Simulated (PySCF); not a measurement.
B3LYP has the VWN-RPA correlation part, as in Gaussian. 

Cartesian coordinates (Å):
SMILES: B1BO1
```xyz
5

B     -0.7508    -0.1796     0.4009
B      0.7664    -0.1933     0.0093
O     -0.0389     0.9319    -0.0152
H     -1.8857    -0.2623     0.7131
H      1.9090    -0.2967    -0.2662
```
Charge 0, spin multiplicity 1.

Problem. What is the computed dipole moment, HOMO–LUMO gap, total energy, HOMO and LUMO (B3LYP-D3(BJ)/def2-TZVP in PySCF)?

Solution. 
| Property | Value |
|---|---|
| dipole moment | 0.41 D |
| HOMO–LUMO gap | 5.51 eV |
| total energy | -126.1871 Ha |
| HOMO | -7.33 eV |
| LUMO | -1.82 eV |
